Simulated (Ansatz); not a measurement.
Ligand exchange: Ge(CH3)(OH) + C2H6MgO → Ge(OH)2 + C3H8Mg

Species: Ge(CH3)(OH), singlet; C2H6MgO `C[CH2][Mg][OH]`, singlet; Ge(OH)2, singlet; C3H8Mg `C[CH2][Mg][CH3]`, singlet. The partners trade CH3 for OH: Ge–CH3 and Mg–OH bonds give way to Ge–OH and Mg–CH3.

Shapes, held fixed at every level: PBE0-D4/def2-TZVP. Flexible molecules stand in one conformer, not always the lowest. Programs: Ansatz 0.2.0. Electronic energies: no zero-point or thermal term.

(1) Estimate ΔE of this reaction.

Results:

(1) The highest level, CCSD(T)/def2-TZVPP, gives ΔE = +30.8 kJ/mol; the levels span +21.3 to +44.9. The column of differences is taken from that level and isn't an error. No measured value is set beside it here. Relativity is left out for Ge. Outer-core shells of Ge, Mg are correlated, in sets that cover them unevenly.

| level | kind | ΔE (kJ/mol) | less CCSD(T)/def2-TZVPP |
| --- | --- | --- | --- |
| HF/def2-TZVPP | Hartree–Fock | +35.2 | +4.4 |
| SPW92/def2-TZVPP | LDA | +21.3 | -9.5 |
| B3LYP-D4/def2-TZVPP | global hybrid | +28.4 | -2.4 |
| MP2/def2-TZVPP | perturbation theory | +32.7 | +1.9 |
| CCSD(T)/def2-SVP | coupled cluster or CI | +42.3 | +11.5 |
| CCSD/def2-SVP | coupled cluster or CI | +44.9 | +14.1 |
| CCSD/def2-TZVPP | coupled cluster or CI | +33.7 | +2.9 |
| CCSD(T)/def2-TZVPP | coupled cluster or CI | +30.8 | 0.0 |
